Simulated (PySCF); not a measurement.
PySCF input for Si(H)2(OH)(SiH3) (H6OSi2), SMILES [SiH3][SiH2]O, TDA-CAM-B3LYP/def2-SVPD. Geometry optimised at PBE0-D3(BJ)/def2-SVP. Other conformers were not sampled.

```python
import numpy as np
from pyscf import gto, scf, dft, tdscf

mol = gto.M(
    atom='''
    Si   -0.86195093   -0.20601068    0.15532766
    O    -1.34388766    1.29124233   -0.41337509
    Si    1.47207003   -0.45414560    0.01938167
    H    -1.28601615   -0.42989575    1.57681641
    H    -1.54523390   -1.21156621   -0.70574876
    H    -0.93919911    2.05702666    0.00399957
    H     2.14594619    0.62540403    0.81026805
    H     1.93759227   -0.35060613   -1.39823438
    H     1.89634468   -1.77811325    0.57396931
    ''',
    basis='def2-SVPD',
    charge=0,
    spin=0,
    max_memory=1600,
    verbose=4,
)
mf = dft.RKS(mol, xc='cam-b3lyp').density_fit(auxbasis='def2-universal-jkfit')
mf.grids.level = 3
mf.conv_tol = 1e-9
mf.max_cycle = 100
mf.kernel()
mf.grids = dft.Grids(mol).set(level=1).build(with_non0tab=True)  # coarser grid for the response kernel
td = tdscf.TDA(mf)
td.singlet = True
td.nstates = 10
td.conv_tol = 1e-4
td.kernel(x0=td.get_init_guess(mf, 15))
td.analyze()
tt = tdscf.TDA(mf)
tt.singlet = False
tt.nstates = 4
tt.conv_tol = 1e-4
tt.kernel(x0=tt.get_init_guess(mf, 9))
tt.analyze(verbose=3)
```

Output:

```
PySCF version 2.14.0

[INPUT] verbose = 4
[INPUT] num. atoms = 9
[INPUT] num. electrons = 42
[INPUT] charge = 0
[INPUT] spin (= nelec alpha-beta = 2S) = 0
[INPUT] symmetry False subgroup None
[INPUT] Mole.unit = angstrom
[INPUT] Symbol           X                Y                Z      unit          X                Y                Z       unit  Magmom
[INPUT]  1 Si    -0.861950930000  -0.206010680000   0.155327660000 AA   -1.628851190514  -0.389303763935   0.293526736970 Bohr   0.0
[INPUT]  2 O     -1.343887660000   1.291242330000  -0.413375090000 AA   -2.539579619583   2.440094364145  -0.781165706817 Bohr   0.0
[INPUT]  3 Si     1.472070030000  -0.454145600000   0.019381670000 AA    2.781809192880  -0.858210804676   0.036626048137 Bohr   0.0
[INPUT]  4 H     -1.286016150000  -0.429895750000   1.576816410000 AA   -2.430218315268  -0.812385229614   2.979751163620 Bohr   0.0
[INPUT]  5 H     -1.545233900000  -1.211566210000  -0.705748760000 AA   -2.920068869394  -2.289528318677  -1.333671869151 Bohr   0.0
[INPUT]  6 H     -0.939199110000   2.057026660000   0.003999570000 AA   -1.774829094335   3.887217018329   0.007558091916 Bohr   0.0
[INPUT]  7 H      2.145946190000   0.625404030000   0.810268050000 AA    4.055250577154   1.181842333899   1.531184701985 Bohr   0.0
[INPUT]  8 H      1.937592270000  -0.350606130000  -1.398234380000 AA    3.661518731374  -0.662549563294  -2.642280036151 Bohr   0.0
[INPUT]  9 H      1.896344680000  -1.778113250000   0.573969310000 AA    3.583572082976  -3.360147060960   1.084644799806 Bohr   0.0

nuclear repulsion = 152.319049403829
number of shells = 53
number of NR pGTOs = 177
number of NR cGTOs = 119
basis = def2-SVPD
ecp = {}


[settings echo left out]
init E= -657.380084284224
  HOMO = -0.30267522047152  LUMO = -0.0374756706463382  gap/eV = 7.21645
cycle= 1 E= -657.503661074099  delta_E= -0.124  |g|= 0.656  |ddm|= 2.92
  HOMO = -0.25149407432309  LUMO = 0.0150986208222426  gap/eV = 7.25436
cycle= 2 E= -657.423877592547  delta_E= 0.0798  |g|= 0.937  |ddm|= 1.31
  HOMO = -0.34309478571721  LUMO = 0.00877803529555754  gap/eV = 9.57495
cycle= 3 E= -657.589583479564  delta_E= -0.166  |g|= 0.0388  |ddm|= 0.736
  HOMO = -0.33679832344767  LUMO = 0.0152608338279547  gap/eV = 9.58002
cycle= 4 E= -657.58997323366  delta_E= -0.00039  |g|= 0.00971  |ddm|= 0.0821
  HOMO = -0.339432173800378  LUMO = 0.0139263808887593  gap/eV = 9.61538
cycle= 5 E= -657.59000312699  delta_E= -2.99e-05  |g|= 0.00159  |ddm|= 0.0229
  HOMO = -0.339029875765852  LUMO = 0.0141230970112471  gap/eV = 9.60978
cycle= 6 E= -657.590004292123  delta_E= -1.17e-06  |g|= 0.000394  |ddm|= 0.00452
  HOMO = -0.339123202157275  LUMO = 0.0140799090328754  gap/eV = 9.61115
cycle= 7 E= -657.590004359981  delta_E= -6.79e-08  |g|= 6.64e-05  |ddm|= 0.000963
  HOMO = -0.339123456666691  LUMO = 0.0140808770161014  gap/eV = 9.61118
cycle= 8 E= -657.590004362588  delta_E= -2.61e-09  |g|= 1.67e-05  |ddm|= 0.000177
  HOMO = -0.339122865061587  LUMO = 0.0140817240785824  gap/eV = 9.61119
cycle= 9 E= -657.590004362766  delta_E= -1.77e-10  |g|= 3.77e-06  |ddm|= 4.93e-05
  HOMO = -0.339123071017234  LUMO = 0.0140816030002431  gap/eV = 9.61119
Extra cycle  E= -657.590004362777  delta_E= -1.11e-11  |g|= 2.81e-06  |ddm|= 1.27e-05
converged SCF energy = -657.590004362777
tot grids = 32840


******** <class 'pyscf.tdscf.rks.TDA'> for <class 'pyscf.df.df_jk.DFRKS'> ********
nstates = 10 singlet
deg_eia_thresh = 1.000e-03
wfnsym = None
conv_tol = 0.0001
eigh lindep = 1e-12
eigh level_shift = 0
eigh max_cycle = 100


Excitation energies (eV)
[6.19719374 7.32051059 7.38305214 7.46881709 7.83744171 7.99880725
 8.26346964 8.4403756  8.54446035 8.71625785]

** Singlet excitation energies and oscillator strengths **
Excited State   1:      6.19719 eV    200.07 nm  f=0.0112
      21 -> 22        0.68174
Excited State   2:      7.32051 eV    169.37 nm  f=0.0356
      21 -> 23        0.28401
      21 -> 24        0.14981
      21 -> 25       -0.59758
Excited State   3:      7.38305 eV    167.93 nm  f=0.0103
      20 -> 22        0.15927
      21 -> 23        0.55063
      21 -> 24       -0.31819
      21 -> 25        0.18079
Excited State   4:      7.46882 eV    166.00 nm  f=0.0103
      18 -> 22        0.11117
      20 -> 22       -0.64692
      21 -> 23        0.15223
Excited State   5:      7.83744 eV    158.19 nm  f=0.3614
      21 -> 23        0.19015
      21 -> 24        0.52689
      21 -> 25        0.24302
      21 -> 26       -0.29685
Excited State   6:      7.99881 eV    155.00 nm  f=0.0926
      21 -> 23        0.15671
      21 -> 24        0.22749
      21 -> 26        0.61721
Excited State   7:      8.26347 eV    150.04 nm  f=0.0147
      17 -> 22        0.23905
      18 -> 22        0.12201
      19 -> 22        0.25130
      20 -> 23        0.10721
      21 -> 27        0.52721
Excited State   8:      8.44038 eV    146.89 nm  f=0.0034
      17 -> 22        0.14269
      18 -> 22        0.40007
      19 -> 22        0.18174
      21 -> 27       -0.20197
      21 -> 28        0.41206
      21 -> 29       -0.10161
Excited State   9:      8.54446 eV    145.10 nm  f=0.0248
      17 -> 22       -0.13284
      18 -> 22        0.39704
      20 -> 24        0.12437
      20 -> 25       -0.11996
      21 -> 27       -0.11031
      21 -> 28       -0.42787
      21 -> 29        0.10006
Excited State  10:      8.71626 eV    142.24 nm  f=0.0046
      16 -> 22       -0.12825
      19 -> 22       -0.19723
      20 -> 22       -0.10357
      20 -> 23        0.53955
      20 -> 24       -0.19176
      20 -> 25       -0.20344
      20 -> 30       -0.10974

** Transition electric dipole moments (AU) **
state          X           Y           Z        Dip. S.      Osc.
  1        -0.0099     -0.2708      0.0118      0.0736      0.0112
  2        -0.1820      0.1082      0.3920      0.1985      0.0356
  3        -0.1170     -0.0867     -0.1895      0.0571      0.0103
  4         0.0192      0.2233     -0.0772      0.0562      0.0103
  5        -1.3607     -0.0573      0.1649      1.8820      0.3614
  6        -0.6626      0.0820      0.1643      0.4728      0.0926
  7         0.1453      0.0198     -0.2263      0.0727      0.0147
  8         0.1242     -0.0346      0.0083      0.0167      0.0034
  9        -0.2766      0.0487     -0.1991      0.1185      0.0248
 10         0.0199      0.1422      0.0339      0.0218      0.0046

** Transition velocity dipole moments (imaginary part, AU) **
state          X           Y           Z        Dip. S.      Osc.
  1         0.0219     -0.0060     -0.0111      0.0006      0.0019
  2        -0.0443      0.0149      0.0180      0.0025      0.0062
  3        -0.0298      0.0145     -0.0189      0.0015      0.0036
  4        -0.0051      0.0360     -0.0244      0.0019      0.0047
  5        -0.3422     -0.0020      0.0471      0.1193      0.2762
  6        -0.1838      0.0155      0.0381      0.0355      0.0805
  7         0.0391     -0.0088     -0.0425      0.0034      0.0075
  8         0.0387      0.0008     -0.0004      0.0015      0.0032
  9        -0.0792      0.0257     -0.0401      0.0085      0.0181
 10         0.0001      0.0391      0.0186      0.0019      0.0039

** Transition magnetic dipole moments (imaginary part, AU) **
state          X           Y           Z
  1         0.3255      0.2701      0.7593
  2         0.0132      0.1833      0.0963
  3        -0.3107      0.0051     -0.0335
  4         1.0989      0.2454     -0.1196
  5        -0.1635      0.0430      0.1202
  6         0.1568      0.1933      0.5839
  7        -0.0264     -0.1067      0.5172
  8         0.5370      0.5844     -0.1239
  9         0.7141     -0.3719     -0.3461
 10        -0.0818     -1.3742      0.3281


******** <class 'pyscf.tdscf.rks.TDA'> for <class 'pyscf.df.df_jk.DFRKS'> ********
nstates = 4 triplet
deg_eia_thresh = 1.000e-03
wfnsym = None
conv_tol = 0.0001
eigh lindep = 1e-12
eigh level_shift = 0
eigh max_cycle = 100


Excitation energies (eV)
[5.56853146 6.36605277 6.91746331 6.9461534 ]

** Triplet excitation energies and oscillator strengths **
Excited State   1:      5.56853 eV    222.65 nm  f=0.0000
Excited State   2:      6.36605 eV    194.76 nm  f=0.0000
Excited State   3:      6.91746 eV    179.23 nm  f=0.0000
Excited State   4:      6.94615 eV    178.49 nm  f=0.0000
```

Self-consistency was reached.

Cost: very roughly 80 core-seconds.
